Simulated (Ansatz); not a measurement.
Consider the ligand exchange at a B–Br bond: `ClB(Br)Br` + `O[SiH3]` → `[SiH3]OB(Cl)Br` + HBr.

Isolated molecules relaxed with PBE0-D4/def2-TZVP in Ansatz; ΔE leaves out vibrations. CCSD(T)/CBS is the MP2 limit (def2-TZVPP, def2-QZVPP) plus CCSD(T) − MP2 in def2-TZVPP, frozen cores. Functionals use def2-TZVPP. For Br outer-core shells are correlated without core-valence functions, which leaves a few kJ/mol of doubt a bond. Scalar relativity is left out up to krypton. Each species was taken in one conformer, which may not be the lowest.

`ClB(Br)Br`:

Cartesian coordinates in Å:
```
Cl -0.253 -1.241 -1.244
B -0.006 -0.030 -0.030
Br -0.967 -0.113 1.606
Br 1.226 1.383 -0.333
```

`O[SiH3]`:

Z-matrix (Å, degrees):
```
Si
O 1 1.648
H 1 1.489 2 111.7
H 1 1.489 2 111.7 3 120.9
H 1 1.481 2 105.9 3 -119.6
H 2 0.957 1 117.9 3 -60.5
```

`[SiH3]OB(Cl)Br`:

```xyz
8

Si    0.428    0.120    1.193
O    -0.731    0.130   -0.009
B    -0.697   -0.092   -1.319
Cl   -2.158    0.015   -2.272
Br    0.961   -0.539   -2.206
H     1.040   -1.226    1.275
H     1.452    1.147    0.895
H    -0.295    0.445    2.442
```

HBr:

Cartesian coordinates in Å:
```
Br 0.200 -0.331 -0.595
H -0.200 0.331 0.595
```

```json
{"level": "PBE", "ΔE (eV)": "-0.62"}
{"level": "r2SCAN", "ΔE (eV)": "-0.71"}
{"level": "MP2/def2-SVP", "ΔE (eV)": "-0.86"}
{"level": "CCSD(T)/def2-TZVPP", "ΔE (eV)": "-0.74"}
```

Question: What does CCSD(T)/CBS give? (An estimate is asked.)

Answer: The calculation gave: -0.71 eV. The listed levels differ from it by 0.09, 0.00, -0.15, -0.03 eV.

Question: What do rigid-rotor, harmonic-oscillator terms from PBE0-D4/def2-TZVP frequencies (298.15 K, 1 bar) make of the CCSD(T)/CBS value? (An estimate is asked.)

Answer: Computed: ΔZPE = -0.07 eV, ΔH = -0.76 eV, ΔS = -14 J/(mol·K), ΔG = -0.72 eV.

Largest T1 diagnostic among the species: 0.011.

From BLYP to BHLYP (50 % exact exchange), in def2-TZVPP and without D4, ΔE moves by −0.11 eV. The D4 term adds −0.03 eV with B3LYP and −0.02 eV with PBE0; it sums over pairs of atoms, weighted by their polarisabilities, and B3LYP, whose exchange is more repulsive, gets the larger term. At CCSD(T), def2-SVP lies −0.21 eV from the extrapolated value and def2-TZVPP −0.03 eV.

B3LYP here is the variant with VWN-RPA as its local correlation; programs differ in this.
